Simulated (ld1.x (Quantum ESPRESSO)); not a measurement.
## rhenium, PAW: configuration errors across variants

* Element: rhenium
* Generator: ld1.x (Quantum ESPRESSO) 7.5
* Type: PAW
* Functional: BP86
* Relativity: scalar-relativistic
* Frozen core: [Kr] 4d10 4f14
* Valence charge: 15
* Reference configuration: 5s2 5p6 5d5 6s2 6p0
* Partial waves: 5s (bound): rcut 1.55, rcutus 1.95 bohr; 6s (bound): rcut 1.55, rcutus 1.95 bohr; 5p (bound): rcut 1.80, rcutus 2.15 bohr; 6p (bound, empty): rcut 1.80, rcutus 2.15 bohr; 5d (bound): rcut 1.85, rcutus 2.35 bohr; 5d channel at 0.15 Ry: rcut 1.85, rcutus 2.35 bohr; 5f channel at 0.4 Ry: rcut 1.45, rcutus 1.65 bohr; 5f channel at 0.75 Ry: rcut 1.45, rcutus 1.65 bohr
* Local potential: all-electron potential smoothed inside 1.25 bohr (lloc = -1)
* Core correction: a·sin(br)/r model core inside 1.10 bohr
* Augmentation charge: BESSEL, radius 1.40 bohr

All-electron excitation energies from the reference (eV): (1) 5s2 5p6 5d5 6s1 6p0 9.430; (2) 5s2 5p6 5d5 6s0 6p0 25.937; (3) 5s2 5p6 5d4 6s0 6p0 53.197; (4) 5s2 5p6 5d4 6s2 6p1 5.074; (5) 5s2 5p6 5d5 6s1.5 6p0 3.867; (6) 5s2 5p6 5d5 6s0 6p2 9.945; (7) 5s2 5p6 5d5.5 6s1.5 6p0 0.396.

On the changes marked as counting shells twice: ld1.x takes every shell without a wave as core, so the model core holds the marked electrons as well and exchange and correlation see them twice. This cancels in the reference configuration, but the file is broken for other ones, and its errors say nothing about a proper core correction.

The overlap operator is not positive definite (basis up to 400 Ry) in “base”, “augmentation BESSEL, radius 1.25 bohr”, “waves 5f channel at 0.4 Ry: rcut 1.45, rcutus 1.96 bohr; 5f channel at 0.75 Ry: rcut 1.45, rcutus 1.96 bohr”, “waves 5p (bound): rcut 1.80, rcutus 1.96 bohr; 6p (bound): rcut 1.80, rcutus 1.96 bohr”, “waves 5s (bound): rcut 1.55, rcutus 2.10 bohr; 6s (bound): rcut 1.55, rcutus 2.10 bohr”, “local potential all-electron potential smoothed inside 2.02 bohr (lloc = -1)”, “all radii but the core radius scaled by about 1.14 (s 2.22, p 2.46, d 2.68, f 1.88 bohr, rcut 1.78/2.06/2.12/1.66); local potential all-electron potential smoothed inside 1.42 bohr (lloc = -1); augmentation BESSEL, radius 1.60 bohr”, “waves 5d (bound): rcut 1.44, rcutus 1.52 bohr; 5d channel at 0.15 Ry: rcut 1.44, rcutus 1.52 bohr”. Such files are unfit for use, however small their errors in these radial tests.

2 further variants failed, have other tests or another functional or relativity, and are left out.

A true bound ghost makes a file unfit for plane-wave use even where its test errors are small: the radial tests pick states by their node count and pass the ghost by.

Errors AE − PS in meV (a dash: test not solved or not reliable):

```csv
change,(1),(2),(3),(4),(5),(6),(7),bound ghosts
base,-1.5,-4.0,-34,-7.7,-1.1,-3.7,-0.1,"f, d (p not tested, overlap not positive)"
"augmentation BESSEL, radius 1.25 bohr",-3.5,-7.2,-21,-19,-1.5,-0.8,-4.0,"f, d (p not tested, overlap not positive)"
type TM; waves now 5s (bound): rc 1.95 bohr; 5p (bound): rc 2.15 bohr; 5f channel at 0.4 Ry: rc 1.65 bohr; 5d (bound): rc 2.35 bohr; local potential the d channel (6s counted twice),+103,-29,-292,+892,+72,+1928,+83,f
"waves 5f channel at 0.4 Ry: rcut 1.45, rcutus 1.96 bohr; 5f channel at 0.75 Ry: rcut 1.45, rcutus 1.96 bohr",-1.5,-4.0,-34,-7.7,-1.1,-3.7,-0.1,"d (p not tested, overlap not positive)"
"waves 5p (bound): rcut 1.80, rcutus 1.96 bohr; 6p (bound): rcut 1.80, rcutus 1.96 bohr",-1.8,-4.8,-33,-4.4,-1.1,-2.6,-0.2,"f, d (p not tested, overlap not positive)"
"waves 5s (bound): rcut 1.55, rcutus 2.10 bohr; 6s (bound): rcut 1.55, rcutus 2.10 bohr",-2.0,-3.3,-38,–,–,–,–,"f, d (s, p not tested, overlap not positive)"
local potential all-electron potential smoothed inside 2.02 bohr (lloc = -1),-0.7,+7.7,-3.1,+39,-0.9,+154,-0.5,"f (s, p not tested, overlap not positive)"
"all radii but the core radius scaled by about 1.14 (s 2.22, p 2.46, d 2.68, f 1.88 bohr, rcut 1.78/2.06/2.12/1.66); local potential all-electron potential smoothed inside 1.42 bohr (lloc = -1); augmentation BESSEL, radius 1.60 bohr",–,–,–,–,–,–,–,"d, f (s not tested, overlap not positive)"
"waves 5d (bound): rcut 1.44, rcutus 1.52 bohr; 5d channel at 0.15 Ry: rcut 1.44, rcutus 1.52 bohr",-1.0,-4.9,-6.8,+15,-0.9,+3.4,+3.0,"f (p not tested, overlap not positive)"
```

Give the same row for: wave 5d channel at 0.15 Ry: rcut 1.85, rcutus 2.35 bohr becomes 5d channel at 0.18 Ry: rcut 1.85, rcutus 2.35 bohr.

-1.5, -4.0, -22, +0.8, -1.1, +0.7, +0.5; bound ghosts: d, f (p not tested, overlap not positive). Its overlap operator is not positive definite in a basis up to 400 Ry (lowest eigenvalue p -0.32), so the file is unfit for use: the generalised eigenproblem breaks down once the basis is large enough, and its test numbers describe a broken file.
